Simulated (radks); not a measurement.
Problem. A nucleus of charge 23.7 with 23 electrons, 23 electrons, occupied as [Ar] 3d3 4s2. Calculated with a radial shooting solver on a logarithmic mesh with Libxc functionals: non-relativistic Kohn-Sham, LDA (Slater exchange, Perdew-Wang correlation), spin-polarised, spherical densities, point nucleus; open shells are filled with parallel spins first. Some entries of the table are withheld. Estimate them.

| orbital | occ. | eigenvalue (eV) | <1/r> (bohr^-1) | r(max) (bohr) |
|---|---|---|---|---|
| 1s up | 1 | -5677.250 | 23.18 | 0.04287 |
| 1s down | 1 | -5677.243 | 23.18 | 0.04287 |
| 2s up | 1 | -650.5997 | 4.889 | 0.2503 |
| 2s down | 1 | -649.2696 | 4.896 | 0.2501 |
| 2p up | 3 | -554.4455 | 4.841 | 0.2018 |
| 2p down | 3 | -553.4230 | 4.847 | 0.2017 |
| 3s up | 1 | -84.4251 | 1.541 | 0.7932 |
| 3s down | 1 | -81.3654 | 1.535 | 0.7939 |
| 3p up | 3 | -57.7536 | 1.423 | 0.8080 |
| 3p down | 3 | -54.7668 | 1.415 | 0.8093 |
| 3d up | 3 | -15.7951 | (1) | 0.8134 |
| 3d down | 0 | -13.1175 | (2) | 0.8227 |
| 4s up | 1 | -10.6753 | 0.4574 | 2.449 |
| 4s down | 1 | -9.9700 | 0.4375 | 2.535 |

Solution. 
(1) 3d up <1/r> (bohr^-1): 1.098
(2) 3d down <1/r> (bohr^-1): 1.066
